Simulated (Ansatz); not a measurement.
```yaml
crystal:
  periodic: [false, false, false]
  atoms:
    - {symbol: S, position_ang: [-1.976118, 0.972647, -0.032722]}
    - {symbol: Zr, position_ang: [0.563675, 0.058633, 0.055044]}
    - {symbol: Cl, position_ang: [2.049431, 2.126882, 0.549252]}
    - {symbol: Cl, position_ang: [0.741762, -1.753796, 1.914137]}
    - {symbol: Cl, position_ang: [1.140592, -1.047089, -2.229160]}
    - {symbol: H, position_ang: [-2.472191, -0.428845, -0.308183]}
basis:
  gaussian: {orbitals: def2-TZVPP, fitting: {mean_field: cc-pVTZ-jkfit}}
hamiltonian: {xc: {name: wB97X}}
output: {forces: true}
```

```sh
$ ansatz run in.yaml --threads 4 --pin off --events-out ev --progress --plain --max-ram 10444MiB
```

Output, abridged:

```
Functional definition: wB97X
  name "wB97X"
  cite "Chai & Head-Gordon, J. Chem. Phys. 128, 084106 (2008) doi:10.1063/1.2834918"
  cite "Becke, J. Chem. Phys. 107, 8554 (1997) doi:10.1063/1.475007"
  parameter omega = 0.3/bohr
  parameter cx = 0.157706
  parameter cx1 = 0.726479
  parameter cx2 = 1.04760
  parameter cx3 = -5.70635
  parameter cx4 = 13.2794
  parameter css1 = -4.33879
  parameter css2 = 18.2308
  parameter css3 = -31.7430
  parameter css4 = 17.2901
  parameter cos1 = 2.37031
  parameter cos2 = -11.3995
  parameter cos3 = 6.58405
  parameter cos4 = -3.78132
  # The coefficients of nought are those of the uniform gas.
  exchange = spin_sum(e_x_unif_sr(omega)*poly(b97_u_x, 1 - cx, cx1, cx2, cx3, cx4)) + cx*exact_x_sr(omega)
      + exact_x_lr(omega)
  correlation = spin_sum(e_c_pw_same_spin*poly(b97_u_same, 1, css1, css2, css3, css4))
      + integral(e_c_pw_opposite_spin*poly(b97_u_opposite, 1, cos1, cos2, cos3, cos4))
Error: <dir> the basis set cc-pVTZ-JKFIT has no functions for Zr
```
